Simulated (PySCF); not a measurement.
Computed shifts of a molecule C₃H₄BFO₂, PBE/pcSseg-1 run with PySCF, GIAO, gas phase, equivalent atoms averaged, in ppm (number of nuclei): ¹⁹F: -130.3 (1). ¹³C: 172.9 (1), 100.2 (1), 95.4 (1). ¹H: 7.58 (1), 5.85 (1), 5.66 (1), 5.07 (1). References: ¹⁹F against CFCl3 (σ = 133.6 ppm); ¹¹B against BF3 (σ = 83.9 ppm); ¹³C against TMS (σ = 182.0 ppm); ¹⁷O against H2O (σ = 334.3 ppm); ¹H against TMS (σ = 31.49 ppm), references at their B3LYP-D3(BJ)/def2-TZVP geometries, non-relativistic. Geometry optimised at PBE0-D3(BJ)/def2-SVP. The values are those of a single conformer.

Problem. Pick the molecule that these values belong to.
A. OB1OCC=C1F
B. OB1OC=C[C@@H]1F
C. COC1=CB(F)O1
D. FB1C=COCO1

Solution. D, FB1C=COCO1
